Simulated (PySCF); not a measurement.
Pd³⁺ (palladium, charge +3) across methods

[Kr] 4d7, high-spin 4F determinant. Calculation: PySCF 2.14, in aug-cc-pVTZ-PP with one added diffuse shell each of s, p, d, f, g type with ECP28MDF (7s7p6d4f3g, 113 functions); a scalar-relativistic core potential.

```
method  E (hartree)  mean ε 4p β (eV)  mean ε 4d α (eV)  mean ε 4d β (eV)  Σ⟨r²⟩ (bohr²)   ⟨S²⟩
  PBE0    -125.2065           -93.529           -44.793           -42.576          23.36  3.751
revPBE    -125.2586           -90.117           -42.481           -40.480          23.44  3.751
   UHF   -124.60050           -102.32           -50.578           -47.725          23.20  3.755
 TPSSh    -125.1814           -91.680           -43.360           -41.521          23.38  3.752
r2SCAN    -125.2497           -91.379           -43.052           -40.643          23.32  3.752
   LDA    -124.9067           -90.232           -42.653           -40.452          23.62  3.751
   PBE    -125.1985           -90.147           -42.539           -40.507          23.48  3.751
```

**Question.** Estimate the same row for B3LYP.

**Answer.** E (hartree) = -125.2422; mean ε 4p β (eV) = -92.959; mean ε 4d α (eV) = -44.340; mean ε 4d β (eV) = -42.293; Σ⟨r²⟩ (bohr²) = 23.45; ⟨S²⟩ = 3.751.

Energies and moments cover only the electrons outside the core potential.
